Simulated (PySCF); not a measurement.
# Working out the ionisation energy of Ni

Ni [Ar] 3d8 4s2 (3F) → Ni⁺ [Ar] 3d9 (2D). Calculation: PySCF 2.14, in cc-pVTZ; no relativity, point nucleus. Frozen: [Ar]. Energies in hartree (1 hartree = 27.21139 eV):

```json
{"part": "UHF", "Ni (lower)": "-1506.879341", "Ni⁺ (upper)": "-1506.595604"}
{"part": "MP2 opposite-spin", "Ni (lower)": "-0.207879", "Ni⁺ (upper)": "-0.236628"}
{"part": "MP2 same-spin", "Ni (lower)": "-0.115945", "Ni⁺ (upper)": "-0.136208"}
```

What does Hartree-Fock give?

(-1506.595604) − (-1506.879341) = 0.283737 hartree = 7.721 eV.

What do MP2 and SCS-MP2 (6/5 opposite-spin, 1/3 same-spin) give?

The opposite-spin parts differ by -0.782 eV and the same-spin parts by -0.551 eV. MP2: 7.721 + (-0.782) + (-0.551) = 6.388 eV. SCS-MP2: 7.721 + 1.2 × (-0.782) + (-0.551)/3 = 6.599 eV.

Reference: 7.640 eV (measured; NIST Atomic Spectra Database, ionization energies), between the lowest levels; spin-orbit coupling is absent from the calculation.

The calculation is non-relativistic.

What remains against the reference includes basis incompleteness, the frozen core and correlation beyond second order.
